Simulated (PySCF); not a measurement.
Correlation energy of Kr³⁺ (krypton, charge +3)

[Ar] 3d10 4s2 4p3, high-spin 4S determinant. Computed with PySCF 2.14 in def2-TZVPPD, with no relativity, point nucleus. Frozen: [Ar] 3d10; 5 electrons correlated.

| level | correlation energy (mhartree) |
| --- | --- |
| CCSD | -98.59 |
| (T) | -2.30 |
| CCSD(T) | -100.89 |

Diagnostics: T1 = 0.0015, D1 = 0.0036, largest double amplitude 0.049.

Cost of the coupled-cluster step: of the order of 1.5 core-seconds, for 5 correlated electrons.
